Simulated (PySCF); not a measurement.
**Computed properties of SnI3, SMILES [I][Sn+]([I])[I], charge +1**

SnI3, SMILES [I][Sn+]([I])[I], charge +1. Geometry optimised at PBE0-D3(BJ)/def2-SVP. The spin state was assumed, not searched. The isomer is the one that the SMILES or the coordinates give; other isomers of the formula were not compared. The def2 effective core potentials stand for the cores of I, Sn; spin–orbit coupling is left out. Other conformers were not sampled. All values are computed for the isolated molecule unless a solvent is named; none is compared with measurement here.

**Structure.** The optimised structure has D3h symmetry. All 6 harmonic modes at PBE0-D3(BJ)/def2-SVP (PySCF) are real, so it is a minimum. With heavy atoms numbered as in [Sn+:1]([I:2])([I:3])[I:4], the shortest bond between them is Sn1–I3 at 2.604 Å and the longest Sn1–I4 at 2.604 Å.

**Vibrations.** The strongest infrared lines (harmonic, unscaled, degenerate partners summed) lie at 262 cm⁻¹ (64 km/mol, Sn 62 %, I 38 %), 52 cm⁻¹ (2 km/mol, I 86 %, Sn 14 %), 65 cm⁻¹ (1 km/mol, Sn 76 %, I 24 %). The softest mode is at 52 cm⁻¹ and the zero-point energy is 1.2 kcal/mol.

**Electronic structure.** M06-2X/def2-TZVP (PySCF) places the frontier levels at -13.67 and -7.71 eV, a gap of 5.96 eV and a mean polarisability of 133.9 bohr³. PBE/def2-TZVP (PySCF) at the same geometry gives -11.33 and -9.19 eV, so its gap is 3.82 eV narrower. An orbital gap is neither the optical nor the fundamental gap.

**Excitations.** TDA-B3LYP/def2-SVPD (PySCF) has S1 at 2.49 eV (497 nm, f = 0.000, dark); the most intense of the 10 singlets computed lies at 3.86 eV (f = 0.05). Strengths of degenerate partners are summed. T1 (TDA) is at 2.14 eV, 0.35 eV under S1. TDA-PBE/def2-SVPD (PySCF) puts S1 at 2.19 eV.
